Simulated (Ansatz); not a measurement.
Frontier orbitals of C$_{3}$H$_{7}$BCl$_{2}$O (`CC(C)OB(Cl)Cl`).

Charge 0, multiplicity 1. The geometry is a stationary point of PBE0-D4/def2-TZVP. It is one conformer, not always the lowest. Basis def2-TZVPP, Ansatz.

| functional | HOMO (eV) | LUMO (eV) |
| --- | --- | --- |
| B3LYP | -8.51 | -0.33 |

Q: Give HOMO and LUMO (eV) with LDA (SPW92), PBE, revPBE, BLYP, r2SCAN, B97M-V, PBE0, r2SCANh, r2SCAN0, HSE06 (plane-wave form), BHLYP, CAM-B3LYP, LC-ωPBE, ωB97X-V, ωB97M-V. (Best estimate.)

A: The calculation gave: 
```csv
functional,HOMO,LUMO
LDA (SPW92),-7.50,-1.41
PBE,-7.36,-1.13
revPBE,-7.30,-1.01
BLYP,-7.18,-0.95
r2SCAN,-7.72,-0.80
B97M-V,-7.83,-0.67
PBE0,-8.80,-0.13
r2SCANh,-8.24,-0.45
r2SCAN0,-9.03,0.06
HSE06 (plane-wave form),-8.39,-0.52
BHLYP,-10.08,1.00
CAM-B3LYP,-10.18,1.04
LC-ωPBE,-11.62,2.21
ωB97X-V,-11.24,2.14
ωB97M-V,-11.07,1.96
```

B3LYP here is the variant with VWN-RPA as its local correlation; programs differ in this. LC-ωPBE has ω = 0.4 bohr⁻¹. Positive LUMOs are unbound and depend on the basis.
